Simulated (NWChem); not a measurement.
# ZrH2I2; SMILES [ZrH2]([I])[I]

```xyz
5

Zr     0.0000     0.0000    -0.9863
I      2.2927     0.0000     0.4108
I     -2.2927     0.0000     0.4108
H      0.0000     1.4927    -2.0459
H      0.0000    -1.4927    -2.0459
```
Atoms are numbered in this order, from 1.

Computed with NWChem. Structure relaxed at the PBE0/def2-SVP level. Not confirmed as a minimum by frequencies. def2 effective core potentials on Zr, I; no spin-orbit coupling. Ions are spin-unrestricted doublets at the neutral geometry; other ion states weren't tried.

For level PBE/def2-SVP:

```
Quantity       Value
-------------  -----
−ε(HOMO) (eV)   7.11
```

### Question
What are these values for level CAM-B3LYP/def2-SVP?

### Answer
| Property | Value |
|---|---|
| −ε(HOMO) (eV) | 9.34 |
